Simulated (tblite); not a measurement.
ClMoO₂ (SMILES [O]=[Mo+](=[O])[Cl]), charge +1, singlet, at a GFN2-xTB geometry (such geometries of metal compounds can be far from the true shape) (the multiplicity is a formal guess); GFN1-xTB (tblite).

Here is a job for tblite.
```
$ tblite run mol.xyz --method gfn1 --charge 1 --spin 0 --spin-polarized --json tblite.json --no-restart

# file mol.xyz
4

Mo     0.25973957     0.03179508     0.34594877
O      1.47976224    -0.73123762    -0.44550590
O     -0.66819048    -1.02486898     1.19417139
Cl    -1.02362565     0.74785055    -1.20701014
```

What does tblite print? Leave out banner, timings and long lists.


```
xTB calculator
 | screened Coulomb repulsion
 | Coulomb electrostatics
 |  * isotropic Klopman-Ohno-Mataga-Nishimoto electrostatics
 |  * onsite third-order electrostatics
 | DFT-D3(BJ) dispersion correction
 | Interactions (1)
 | [1] spin polarization

halogen bonding energy    0.0000000000000E+00 Eh
repulsion energy          9.1078290680464E-02 Eh
dispersion energy        -1.3971112014273E-03 Eh
interaction energy        0.0000000000000E+00 Eh
number of electrons       2.4000000000000E+01 e
integral cutoff           4.0000000000000E+01 bohr

------------------------------------------------------------
  cycle        total energy    energy error   density error
------------------------------------------------------------
      1     -14.25201604533  -1.4341697E+01   1.0823593E+00
      2     -15.27119384501  -1.0191778E+00   2.6586483E-01
      3     -15.27285686113  -1.6630161E-03   1.4175026E-01
      4     -15.26857028348   4.2865777E-03   6.3655661E-02
      5     -15.27360130341  -5.0310199E-03   1.4544638E-02
      6     -15.27383494365  -2.3364024E-04   1.0190588E-02
      7     -15.27395800501  -1.2306137E-04   3.0105623E-03
      8     -15.27396967405  -1.1669036E-05   1.3432808E-04
      9     -15.27396969669  -2.2636492E-08   2.3950221E-05
     10     -15.27396969741  -7.2863315E-10   2.6524343E-06
------------------------------------------------------------

electronic energy        -1.5363650876893E+01 Eh
total energy             -1.5273969697414E+01 Eh

Post processing:
 | Mayer-Wiberg bond orders

[Info] JSON dump of results written to 'tblite.json'
```
